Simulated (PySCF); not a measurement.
TDDFT excited states: C3H8OSSi

C₃H₈OSSi.
InChI=1S/C3H8OSSi/c5-3-1-4-6-2-3/h3,5H,1-2,6H2/t3-/m1/s1

Computed, not measured: TDDFT wB97X-D/def2-SVPD, vertical, gas phase, core orbitals frozen in the response (PySCF). One conformer (not necessarily the lowest) at the PBE0-D3(BJ)/def2-SVP geometry, without solvent, vibrations or thermal averaging.

Task: Predict the UV-vis stick spectrum at this level.

Result: 

| state | E (eV) | λ (nm) | f | \|μ\| (D) | main configurations (H = HOMO, L = LUMO) |
| --- | --- | --- | --- | --- | --- |
| S1 | 5.65 | 219.4 | 0.0022 | 0.32 | H→L (39%), H→L+2 (28%), H→L+3 (18%) |
| S2 | 6.43 | 193.0 | 0.030 | 1.10 | H→L+2 (56%), H→L (27%) |
| S3 | 7.10 | 174.6 | 0.0078 | 0.54 | H-1→L (43%), H→L+1 (23%), H→L (10%) |
| S4 | 7.17 | 173.0 | 0.016 | 0.77 | H→L+3 (56%), H→L+1 (25%) |
| S5 | 7.40 | 167.6 | 0.031 | 1.05 | H-1→L (34%), H→L+1 (30%), H→L (10%) |
| S6 | 7.71 | 160.8 | 0.016 | 0.74 | H→L+5 (31%), H→L+4 (29%), H-1→L+1 (10%) |
| S7 | 7.86 | 157.6 | 0.040 | 1.16 | H→L+6 (56%), H-2→L (15%) |
| S8 | 7.96 | 155.8 | 0.043 | 1.19 | H-1→L+1 (29%), H→L+6 (26%), H-2→L (16%) |
| S9 | 8.00 | 154.9 | 0.010 | 0.58 | H-2→L (31%), H-1→L+1 (19%), H-2→L+1 (8%) |
| S10 | 8.10 | 153.1 | 0.026 | 0.93 | H→L+7 (64%), H→L+10 (9%) |

Triplets (Tamm–Dancoff): T1 5.25 eV, H→L+2 (32%), H→L (30%), H→L+3 (20%); T2 5.98 eV, H→L+2 (42%), H→L (25%), H→L+4 (11%); T3 6.87 eV, H-1→L (53%), H-1→L+1 (13%); T4 7.04 eV, H→L+3 (38%), H→L+1 (36%).

The lowest singlet comes at 219 nm (545 kJ/mol) in the ultraviolet; it is very weak; its leading configuration is HOMO→LUMO (39%). The strongest level in the table is S8 at 7.96 eV (156 nm, f = 0.043). Löwdin shares by element: HOMO sulfur 73%, carbon 12% or more, hydrogen 6% or more; LUMO silicon 24%, sulfur 20%, oxygen 10%, hydrogen 7% or more (atoms not listed hold the other 39%). The listed states span 2.45 eV, and the widest gap between neighbours is 0.77 eV (S1 to S2). The oscillator strengths of these states sum to 0.223; summed over the whole spectrum of an exact calculation they would give the number of electrons, 64 (Thomas–Reiche–Kuhn). Of the 10 states listed, 8 reach f = 0.01 and none stays under 0.0005. The vertical ionisation energy (ΔSCF) is 9.22 eV, 1.12 eV above S10. Singlets were solved by full linear response, triplets in the Tamm–Dancoff approximation.

Time: 68 s; peak memory 0.99 GiB. Hardware: one thread, Arm Neoverse V2 (aarch64), shared host.
